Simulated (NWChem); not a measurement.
Correlation energy of ITl

SMILES: [I][Tl]
```xyz
2

Tl     0.0000     0.0000    -1.1460
I      0.0000     0.0000     1.7514
```
Charge 0, spin multiplicity 1.

All runs are NWChem calculations. The geometry was optimised at B3LYP/def2-SVP with def2 effective core potentials on I, Tl, a minimum by its harmonic frequencies.

Basis set: def2-TZVP. Each correlation energy counts from its own Hartree-Fock reference.

Effective core potentials replace the inner electrons of I, Tl; spin-orbit coupling is left out. The correlated methods keep 8 core orbitals frozen. The structure started from a generated list of species. Coupled-cluster values serve here as a point of comparison, not as the truth.

```json
[
 {"method": "MP2", "correlation energy (mHa)": "[?]"},
 {"method": "SCS-MP2", "correlation energy (mHa)": "[?]"},
 {"method": "CCSD", "correlation energy (mHa)": "[?]"},
 {"method": "CR-CCSD[T]", "correlation energy (mHa)": "-812.0"},
 {"method": "CR-CCSD(T)", "correlation energy (mHa)": "[?]"}
]
```

Problem. What belongs in the gaps?

Solution. 
- MP2, correlation energy (mHa): -855.0
- SCS-MP2, correlation energy (mHa): -755.8
- CCSD, correlation energy (mHa): -798.2
- CR-CCSD(T), correlation energy (mHa): -811.3
